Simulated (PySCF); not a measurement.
Problem. Write Cartesian coordinates for InChI=1S/C9H7/c1-2-6-9-7-4-3-5-8-9/h3-4,7-8H,1H3 as optimised with GFN2-xTB. (Doublet state.)

Solution. 
```
atom  x, y, z in Å
C1    -3.6630   -0.3288    0.0665
C2    -2.2210   -0.2585    0.0376
C3    -1.0201   -0.1795    0.0154
C4     0.3898   -0.1037   -0.0092
C5     1.1539   -1.2865   -0.0090
C6     2.5057   -1.1583   -0.0303
C7     3.1855    0.0256   -0.0517
C8     2.4250    1.1948   -0.0532
C9     1.0458    1.1261   -0.0327
H10   -4.0536    0.3505    0.8245
H11   -3.9854   -1.3435    0.2999
H12   -4.0692   -0.0436   -0.9042
H13    0.6556   -2.2440    0.0073
H14    4.2640    0.0712   -0.0669
H15    2.9220    2.1546   -0.0706
H16    0.4574    2.0326   -0.0348
```

Any rigid rotation of these coordinates is as good. Atoms count from 1 in this order. C9 (carbon bonded to 2 C and H) is planar (angles 120.9°, 120.1° and 118.9°, sum 360.0°, 0.00 Å off the plane of its three neighbours). The 9 C–C bonds span 1.204 Å (C2≡C3, drawn triple) to 1.444 Å (C1–C2, drawn single), a spread of 0.240 Å. The 9 heavy atoms lie in one plane (0.002 Å rms). The 6-membered ring C4–C5–C6–C7–C8–C9 has internal angles of 117.1° to 125.3°; it is planar, 0.00 Å rms from its mean plane, widest ring torsion 0°.

Bonds between heavy atoms (Å): C1–C2 1.444, C2≡C3 1.204, C3–C4 1.412, C4–C5 1.408, C5–C6 1.358, C6–C7 1.365, C7–C8 1.395, C8–C9 1.381, C4–C9 1.394.

Structure optimised with GFN2-xTB, isolated species. This method treats the open shell by occupation alone, without spin polarisation.

Point group: near Cs, missed by 0.39 Å at most; the miss may be what the optimiser left on a soft mode. GFN2-xTB frequencies: not computed here.
